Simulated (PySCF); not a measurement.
CH₁₀ClPSi₃.
Bonds: Si1–P2, P2–Si3, P2–Si4, Si4–C5, C5–Cl6. Hydrogens: H7, H8, H9 on Si1; H10, H11, H12 on Si3; H13, H14 on Si4; H15, H16 on C5.

Theory: PySCF, TDDFT PBE0/def2-SVPD, vertical, gas phase, core orbitals frozen in the response. One conformer (not necessarily the lowest) at the GFN2-xTB geometry, without solvent, vibrations or thermal averaging. Torsions of this conformer, `[SiH3:1][P:2]([SiH3:3])[SiH2:4][CH2:5][Cl:6]`: Si1–P2–Si4–C5 -62°, P2–Si4–C5–Cl6 77°.

Orbital energies (eV): HOMO-3 -8.76, HOMO-2 -8.59, HOMO-1 -8.10, HOMO -7.10, LUMO -0.42, LUMO+1 -0.07, LUMO+2 0.11.

Lowest singlets, with some entries withheld (?).

```csv
state,λ (nm),f,"main configurations (H = HOMO, L = LUMO)"
S1,225.8,?,H→L (91%)
S2,212.5,?,H→L+1 (93%)
S3,208.0,?,H→L+3 (85%)
S4,202.7,?,H→L+2 (82%)
S5,197.3,?,H→L+4 (77%)
S6,190.6,?,H→L+5 (89%)
```

(1) What stands in place of each question mark?

(2) Where do the lowest triplets lie (Tamm–Dancoff)?

(3) What is the mean static polarisability from the same response equations?

(4) How far apart are S1 and S2, in eV and cm⁻¹?

Answers

(1) 
- S1: f = 0.012
- S2: f = 0.033
- S3: f = 0.0028
- S4: f = 0.040
- S5: f = 0.040
- S6: f = 0.0073

(2) T1 5.06 eV, H→L (84%); T2 5.36 eV, H→L+2 (36%), H→L+1 (29%), H→L+4 (20%). E(S1) − E(T1) = +0.43 eV.

(3) 136.7 au (20.25 Å³), with principal values 111.1, 141.7 and 157.2 au.

(4) 5.836 − 5.490 = 0.346 eV, or about 2780 cm⁻¹.

Time: 32 s of wall time; peak memory 0.94 GiB. Hardware: an Intel Xeon Platinum 8488C with one thread, on a shared host.
